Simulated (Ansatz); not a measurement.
All numbers were calculated with Ansatz.

Basis-set series for C3H7GaS (`C/C(S)=[CH]/[GaH2]`). Charge 0, multiplicity 1. Geometry: relaxed with PBE0-D4/def2-TZVP. It is one conformer, not always the lowest.

```tsv
functional	basis	functions	energy (Eh)	HOMO (eV)	LUMO (eV)
PBE0-D4	def2-TZVPP	281	-2441.06963	-7.39	-0.51
PBE0-D4	def2-QZVPP	540	-2441.13173	-7.40	-0.59
ωB97M-V	def2-TZVPP	281	-2441.40706	-9.55	1.27
ωB97M-V	def2-QZVPP	540	-2441.46702	-9.56	0.92
```

(1) Give the rows for def2-SVP. (Best estimate.)

Answers

(1) The calculation gave: 
```json
{"functional": "PBE0-D4", "basis": "def2-SVP", "functions": "127", "energy (Eh)": "-2440.55691", "HOMO (eV)": "-7.35", "LUMO (eV)": "-0.30"}
{"functional": "ωB97M-V", "basis": "def2-SVP", "functions": "127", "energy (Eh)": "-2440.88933", "HOMO (eV)": "-9.49", "LUMO (eV)": "1.53"}
```

Positive LUMOs are unbound and depend on the basis. Scalar relativity is left out up to krypton.
